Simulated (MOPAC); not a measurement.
Job for MOPAC: AM1 on FH3 (a complex), monomers drawn apart or pushed together.

```
AM1 1SCF PRECISE CHARGE=0 THREADS=1
FH3

F     -0.08209952 1     0.19386140 1    -0.50397270 1
H     -0.06940098 1     0.09894462 1     0.41765146 1
H     -0.07984252 1    -0.53823093 1     3.09385244 1
H      0.01918314 1     0.19810687 1     3.16438849 1
```

The log:

```
*******************************************************************************
 **                                                                           **
 **                              MOPAC v23.2.5                                **
 **                                                                           **
 *******************************************************************************
 ** MOPAC's Digital Object Identifier: https://doi.org/10.5281/zenodo.6511958 **
 **                                                                           **
 ** Please cite the open-source release paper for use of this MOPAC version:  **
 ** J. E. Moussa and J. J. P. Stewart (2026)                                  **
 ** MOPAC: An open-source semiempirical molecular orbital program             **
 ** J. Open Source Softw., 11(119), 8025, https://doi.org/10.21105/joss.08025 **
 *******************************************************************************

                              AM1 CALCULATION RESULTS

 *******************************************************************************
 *  AM1        - The AM1 Hamiltonian to be used
 *
 *
 *
 *                 CHARGE ON SYSTEM = 0
 *
 *
 *
 *  PRECISE    - TIGHTER CRITERIA TO BE USED
 *  1SCF       - DO 1 SCF AND THEN STOP
 *  THREADS=1  - MULTI-THREADING NOT USED
 *  T=         - A TIME OF 172800.0 SECONDS REQUESTED
 *  DUMP=N     - RESTART FILE WRITTEN EVERY 7200.0 SECONDS REQUESTED
 *******************************************************************************
AM1 1SCF PRECISE CHARGE=0 THREADS=1
 FH3

   ATOM   CHEMICAL          X               Y               Z
  NUMBER   SYMBOL      (ANGSTROMS)     (ANGSTROMS)     (ANGSTROMS)

     1       F         -0.08209952  *   0.19386140  *  -0.50397270  *
     2       H         -0.06940098  *   0.09894462  *   0.41765146  *
     3       H         -0.07984252  *  -0.53823093  *   3.09385244  *
     4       H          0.01918314  *   0.19810687  *   3.16438849  *



          CARTESIAN COORDINATES

    NO.       ATOM           X           Y           Z

     1         F         -0.0821      0.1939     -0.5040
     2         H         -0.0694      0.0989      0.4177
     3         H         -0.0798     -0.5382      3.0939
     4         H          0.0192      0.1981      3.1644

  H: (AM1): M.J.S. DEWAR ET AL, J. AM. CHEM. SOC. 107 3902-3909 (1985)
  F: (AM1): M.J.S. DEWAR AND E. G. ZOEBISCH, THEOCHEM, 180, 1 (1988).

           Empirical Formula: H3 F  =     4 atoms



      MOLECULAR POINT GROUP   :   C2v


      RHF CALCULATION, NO. OF DOUBLY OCCUPIED LEVELS = 5


 -------------------------------------------------------------------------------
 AM1 1SCF PRECISE CHARGE=0 THREADS=1
 FH3



     1SCF WAS SPECIFIED, SO BFGS WAS NOT USED
     SCF FIELD WAS ACHIEVED


                              AM1 CALCULATION
                                                       MOPAC v23.2.5 Linux




          FINAL HEAT OF FORMATION =        -71.50539 KCAL/MOL =    -299.17857 KJ/MOL


          COSMO AREA              =         65.07 SQUARE ANGSTROMS
          COSMO VOLUME            =         38.77 CUBIC ANGSTROMS

          IONIZATION POTENTIAL    =         13.970548 EV
          HOMO LUMO ENERGIES (EV) =        -13.971  4.116
          NO. OF FILLED LEVELS    =          5
          MOLECULAR WEIGHT        =         22.0221         POINT GROUP:  C2v

          MOLECULAR DIMENSIONS (Angstroms)

            Atom       Atom       Distance
            H     3    F     1     3.67155
            H     4    H     3     0.74226
            H     4    H     2     0.00009


          SCF CALCULATIONS        =          1





   ATOM   CHEMICAL          X               Y               Z
  NUMBER   SYMBOL      (ANGSTROMS)     (ANGSTROMS)     (ANGSTROMS)

     1       F         -0.08209952  *   0.19386140  *  -0.50397270  *
     2       H         -0.06940098  *   0.09894462  *   0.41765146  *
     3       H         -0.07984252  *  -0.53823093  *   3.09385244  *
     4       H          0.01918314  *   0.19810687  *   3.16438849  *

                             CARTESIAN COORDINATES

   1    F       -0.082099520     0.193861400    -0.503972700
   2    H       -0.069400980     0.098944620     0.417651460
   3    H       -0.079842520    -0.538230930     3.093852440
   4    H        0.019183140     0.198106870     3.164388490


           Empirical Formula: H3 F  =     4 atoms



      MOLECULAR POINT GROUP   :   C2v


                  EIGENVALUES
 -48.01703 -17.09395 -14.90574 -13.97055 -13.97055   4.11556   5.49868


              NET ATOMIC CHARGES AND DIPOLE CONTRIBUTIONS

  ATOM NO.   TYPE          CHARGE      No. of ELECS.   s-Pop       p-Pop
    1          F          -0.280271        7.2803     1.90113     5.37914
    2          H           0.279776        0.7202     0.72022
    3          H           0.000248        0.9998     0.99975
    4          H           0.000247        0.9998     0.99975
 DIPOLE           X         Y         Z       TOTAL
 POINT-CHG.     0.017    -0.128     1.247     1.254
 HYBRID         0.007    -0.053     0.519     0.522
 SUM            0.024    -0.182     1.766     1.776


          ATOMIC ORBITAL ELECTRON POPULATIONS

     Atom    s        px        py        pz
    1  F   1.90113   1.99988   1.99348   1.38577
    2  H   0.72022
    3  H   0.99975
    4  H   0.99975

 **********************
 *                    *
 * JOB ENDED NORMALLY *
 *                    *
 **********************




 == MOPAC DONE ==
```

The run finished.

Cost: roughly 0.020 core-seconds.
